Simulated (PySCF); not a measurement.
# Ionisation energy of Ar⁺ by level of theory

Ar⁺ [Ne] 3s2 3p5 (2P) → Ar²⁺ [Ne] 3s2 3p4 (3P), as a difference of total energies. Calculation: PySCF 2.14, in x2c-TZVPPall (5s5p3d1f, 42 functions); the spin-free X2C one-electron Hamiltonian (Gaussian nucleus). Correlated levels: valence: [Ne] frozen; valence and next inner shell: 1s2 frozen. The calculations carry no spin-orbit coupling.

| method | ionisation energy (eV) |
| --- | --- |
| UHF | 26.367 |
| LDA | 27.829 |
| PBE | 27.605 |
| PBE0 | 27.613 |
| r2SCAN | 27.662 |
| r2SCANh | 27.648 |
| HSE06 | 27.610 |
| BLYP | 27.524 |
| PBEsol | 27.568 |
| ROHF | 26.389 |
| MP2 (valence) | 27.342 |
| SCS-MP2 (valence) | 27.338 |
| MP2 (valence and next inner shell) | 27.363 |
| SCS-MP2 (valence and next inner shell) | 27.350 |

Task: How much does correlation contribute at MP2 (valence and next inner shell)?

Result: 27.363 − (26.367) = 0.996 eV, measured against UHF.

A first-order spin-orbit estimate (lowest level to lowest level, LS coupling) adds -0.007 eV.

Errors of the correlated levels include the incompleteness of this basis and the frozen core.

For comparison: 27.630 eV (measured; NIST Atomic Spectra Database, ionization energies).
